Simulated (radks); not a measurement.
Values are calculated unless marked as measured or tabulated.
Cl-, configuration [Ar].

Level of theory: non-relativistic Kohn-Sham, LDA (Slater exchange, Perdew-Wang correlation), spin-polarised, spherical densities, point nucleus; Watson sphere of charge +1 and radius 2.75 bohr (a radial shooting solver on a logarithmic mesh with Libxc functionals).

Energy parts (eV; the electron-nucleus part includes the sphere):
total: -12660.601
kinetic: 12468.113
electron-nucleus: -30118.074
Hartree: 5723.792
exchange-correlation: -734.432

Orbitals (lengths in bohr, moments of r in powers of bohr; r(max) is where P^2 peaks):
| orbital | occ. | eigenvalue (eV) | r(max) | <r> | <r^2> | <1/r> |
|---|---|---|---|---|---|---|
| 1s | 2 | -2728.516 | 0.06007 | 0.09166 | 0.01129 | 16.51 |
| 2s | 2 | -247.5697 | 0.3648 | 0.4483 | 0.2388 | 3.272 |
| 2p | 6 | -189.0913 | 0.3022 | 0.4086 | 0.2082 | 3.193 |
| 3s | 2 | -19.3239 | 1.297 | 1.583 | 2.938 | 0.8781 |
| 3p | 6 | -7.9681 | 1.466 | 1.951 | 4.628 | 0.7084 |

The highest occupied level is 3p at -7.968 eV. Summed over all electrons, <r^2> = 35.39 bohr^2, which gives a Langevin (diamagnetic) susceptibility term of -28 x 10^-6 cm^3/mol. The electron density at the nucleus is 3200 e/bohr^3. The density falls to 0.001 e/bohr^3 at r = 4.17 bohr.
